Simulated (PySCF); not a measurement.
C3H5, SMILES C=C[CH2] (connectivity only; charge and spin as stated), charge +1, multiplicity 1.

Coordinates come from a B3LYP-D3(BJ)/def2-TZVP optimisation. The multiplicity is an assumed one; other spin states were not compared. The isomer is the one that the SMILES or the coordinates give; other isomers of the formula were not compared.

Calculation: PySCF with TDDFT-LC-ωPBE/def2-SVPD.

Vertical excitations. The molecule is in vacuum. State labels are in the subgroup C2v.

Question: Give excitation energies, oscillator strengths and character. (An estimate is asked for; the answer gives what the named calculation found.)

Answer: 
```
state  symmetry  energy (eV)  λ (nm)      f                                                main pairs
-----  --------  -----------  ------  -----  --------------------------------------------------------
S1           A2         5.18     239  0.000                                          HOMO−1→LUMO 98 %
S2           B1         5.63     220  0.001                                          HOMO−2→LUMO 97 %
S3           B2         5.63     220  0.344                                           HOMO→LUMO 100 %
S4           B1         7.28     170  0.002                                          HOMO−3→LUMO 94 %
S5           A2         8.51     146  0.000                                          HOMO−4→LUMO 87 %
S6           A1         9.93     125  0.137                                          HOMO→LUMO+1 97 %
S7           B1        10.36     120  0.001                                        HOMO−1→LUMO+1 93 %
S8           A2        10.57     117  0.000  HOMO−5→LUMO 63 %, HOMO−2→LUMO+1 21 %, HOMO−3→LUMO+1 11 %
S9           B1        11.43     109  0.105                                          HOMO→LUMO+2 88 %
S10          A2        11.48     108  0.000                      HOMO−2→LUMO+1 62 %, HOMO−5→LUMO 27 %
T1           B2         2.34     529      0                                            HOMO→LUMO 99 %
T2           A2         4.73     262      0                                          HOMO−1→LUMO 96 %
T3           B1         4.88     254      0                                          HOMO−2→LUMO 96 %
T4           B1         6.46     192      0                                          HOMO−3→LUMO 91 %
```
Triplets are in the Tamm–Dancoff approximation, which puts them higher than full response would, so one can lie above its singlet here.
